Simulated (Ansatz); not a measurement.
`[SiH3]B(Cl)Cl` and `Cl[B](Cl)[GeH3]` differ in one element.

Ansatz, PBE0-D4/def2-TZVP geometries, multiplicity 1. 

Scalar relativity is left out up to krypton.

| property | `[SiH3]B(Cl)Cl` |
| --- | --- |
| HOMO–LUMO gap (B3LYP/def2-TZVPP) / eV | 5.80 |
| size of the dipole moment (ωB97M-V/def2-TZVPP) / D | 0.39 |
| LUMO energy (ωB97M-V/def2-TZVPP) / eV | -0.14 |
| HOMO–LUMO gap (ωB97M-V/def2-TZVPP) / eV | 10.35 |
| HOMO energy (PBE0/def2-TZVPP) / eV | -8.37 |
| size of the dipole moment (PBE/def2-TZVPP) / D | 0.26 |

What does the change do to each property? (Estimate.)

Ansatz gave: 
```json
{"property": "HOMO–LUMO gap (B3LYP/def2-TZVPP) / eV", "`Cl[B](Cl)[GeH3]`": "5.80", "shift": "0.00"}
{"property": "size of the dipole moment (ωB97M-V/def2-TZVPP) / D", "`Cl[B](Cl)[GeH3]`": "0.30", "shift": "-0.09"}
{"property": "LUMO energy (ωB97M-V/def2-TZVPP) / eV", "`Cl[B](Cl)[GeH3]`": "-0.04", "shift": "0.10"}
{"property": "HOMO–LUMO gap (ωB97M-V/def2-TZVPP) / eV", "`Cl[B](Cl)[GeH3]`": "10.34", "shift": "-0.01"}
{"property": "HOMO energy (PBE0/def2-TZVPP) / eV", "`Cl[B](Cl)[GeH3]`": "-8.28", "shift": "0.09"}
{"property": "size of the dipole moment (PBE/def2-TZVPP) / D", "`Cl[B](Cl)[GeH3]`": "0.18", "shift": "-0.08"}
```

Dipoles are sizes alone; their direction can turn.

B3LYP here is the variant with VWN-RPA as its local correlation; programs differ in this.
